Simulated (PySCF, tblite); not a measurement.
Compound: C6H13NO2S.
Numbering: `[CH3:1][S:2](=[O:3])(=[O:4])[CH:5]1[CH2:6][CH2:7][NH:8][CH2:9][CH2:10]1` (hydrogens: H11, H12, H13 on C1; H14 on C5; H15, H16 on C6; H17, H18 on C7; H19 on N8; H20, H21 on C9; H22, H23 on C10)

The geometry is computed with GFN2-xTB (gas phase).

(1) Give the optimised bond lengths and angles.

## Answers

(1) 
```tsv
bond	length (Å)	order
C1–S2	1.825	single
S2=O3, S2=O4	1.439	double
S2–C5	1.840	single
C5–C6, C5–C10	1.518	single
C6–C7, C9–C10	1.528	single
C7–N8, N8–C9	1.454	single
C1–H11, C1–H12, C1–H13	1.082	single
C5–H14	1.092	single
C6–H15, C10–H23	1.091	single
C6–H16, C10–H22	1.093	single
C7–H17, C9–H21	1.100	single
C7–H18, C9–H20	1.093	single
N8–H19	1.015	single
```

Bonds in one row agree within 0.01 Å and their mean is given. Orders are formal, as drawn. A selection of angles:
```tsv
angle	degrees
C1–S2–O3	107.0
C1–S2–C5	104.3
O3–S2–O4	117.0
O3–S2–C5	112.9
O4–S2–C5	107.2
S2–C5–C6	108.4
S2–C5–C10	112.3
C6–C5–C10	112.1
C5–C6–C7	110.5
C6–C7–N8	108.8
C7–N8–C9	110.8
H19–N8–C7	109.8
H19–N8–C9	109.5
```

Torsions: C1–S2–C5–C6 -164° (antiperiplanar); S2–C5–C6–C7 -74° (synclinal); C5–C6–C7–N8 -57° (synclinal); C6–C7–N8–C9 66° (synclinal); C7–N8–C9–C10 -65° (synclinal); N8–C9–C10–C5 56° (synclinal); S2–C5–C10–C9 73° (synclinal). The mirror-image conformer, all signs reversed, is as good.

N8 (secondary amine nitrogen) is pyramidal (angles 110.8°, 109.8° and 109.5°, sum 330.1°, 0.41 Å off the plane of its three neighbours). The 6-membered ring C5–C6–C7–N8–C9–C10 has internal angles of 108.8° to 112.1°; it is puckered, 0.24 Å rms from its mean plane, widest ring torsion 66°. S2 (sulfonyl sulfur) is distorted tetrahedral (angles from 104.3° to 117.0°). Of the pairs four or more bonds apart, O3···H21 is among the closest relative to their van der Waals radii: 2.24 Å, 82 % of the sum of Bondi's values.

Point group: C1 (no symmetry element, even within 0.4 Å). Its GFN2-xTB frequencies are all real (lowest 20 cm⁻¹). One conformer, not necessarily the lowest. 3 starts were optimised and ended at 0.00, 0.45 and 0.50 kcal/mol (GFN2-xTB); the lowest of these is shown.
